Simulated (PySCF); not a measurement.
Species: 3-acetylpyridine, C₇H₇NO.
Bonds: C1–C2, C2–O3 (double), C2–C4, C4–C5 (aromatic), C5–C6 (aromatic), C6–C7 (aromatic), C7–N8 (aromatic), N8–C9 (aromatic), C4–C9 (aromatic). Hydrogens: H10, H11, H12 on C1; H13 on C5; H14 on C6; H15 on C7; H16 on C9.

Method: PBE0-D3(BJ)/def2-SVP geometry optimisation, gas phase (PySCF); density fitting, grid level 2; the optimiser is geomeTRIC in internal coordinates, started from a GFN2-xTB structure.

Step 0: E = -10889.7101 eV
```
atom  x, y, z in Å  |  force x, y, z in eV/Å
C1     -2.5302   -0.1155    0.5567    0.125  -0.375  -0.338
C2     -1.4370   -0.7646   -0.2522   -0.240   0.118   0.160
O3     -1.6462   -1.7150   -0.9709    0.026  -0.057  -0.053
C4     -0.0724   -0.1820   -0.1299    0.160  -0.169  -0.179
C5      0.9658   -0.7574   -0.8667   -0.040   0.120   0.110
C6      2.2401   -0.2323   -0.7693   -0.143  -0.006   0.035
C7      2.4345    0.8577    0.0679   -0.112   0.006   0.031
N8      1.4628    1.4134    0.7721    0.196   0.440   0.309
C9      0.2466    0.9107    0.6777   -0.008  -0.156  -0.126
H10    -2.2899   -0.1653    1.6166    0.072   0.066   0.438
H11    -3.4681   -0.6344    0.3746   -0.278  -0.176  -0.071
H12    -2.6346    0.9294    0.2726   -0.047   0.446  -0.027
H13     0.7463   -1.6054   -1.4992   -0.147  -0.353  -0.252
H14     3.0624   -0.6546   -1.3254    0.383  -0.184  -0.250
H15     3.4101    1.3111    0.1839    0.522   0.137  -0.022
H16    -0.4978    1.4131    1.2803   -0.470   0.142   0.236
```

Q: Estimate the geometry and energy of step 1. (The exact step hangs on the optimiser's Hessian estimate; all steps are aligned on step 0, rigid shifts and turns removed.)

A: E = -10889.7495 eV, largest force 0.137 eV/Å
```
atom  x, y, z in Å  |  force x, y, z in eV/Å
C1     -2.5488   -0.1227    0.5560   -0.031   0.074   0.069
C2     -1.4399   -0.7529   -0.2416    0.070  -0.082  -0.085
O3     -1.6409   -1.7051   -0.9632   -0.016   0.018   0.019
C4     -0.0606   -0.1791   -0.1311   -0.057   0.032   0.041
C5      0.9720   -0.7620   -0.8724   -0.022  -0.057  -0.041
C6      2.2497   -0.2332   -0.7721    0.064  -0.030  -0.041
C7      2.4488    0.8636    0.0695    0.080   0.026   0.000
N8      1.4797    1.4304    0.7813   -0.017   0.015   0.016
C9      0.2578    0.9175    0.6793   -0.043   0.014   0.023
H10    -2.3250   -0.1601    1.6345   -0.011   0.000  -0.035
H11    -3.4832   -0.6609    0.3570    0.012  -0.005  -0.007
H12    -2.6706    0.9390    0.2863    0.001  -0.035   0.009
H13     0.7374   -1.6192   -1.5098    0.003   0.031   0.025
H14     3.0861   -0.6575   -1.3338   -0.032   0.018   0.023
H15     3.4492    1.3040    0.1697   -0.042  -0.012   0.002
H16    -0.5193    1.4071    1.2789    0.041  -0.008  -0.018
```

The energy changes by -0.0394 eV. The first-order estimate −F·Δx gives -0.0837 eV and the mean of the old and new forces, exact on a quadratic surface, -0.0394 eV. The step makes an angle of 58° with the force vector and moves no atom by more than 0.042 Å.

The cost below is that of the whole optimisation. Time: 52 s; peak memory 0.76 GiB. Hardware: Arm Neoverse V2, one thread, no GPU, shared host with 32 logical CPUs at a one-minute load of 21.
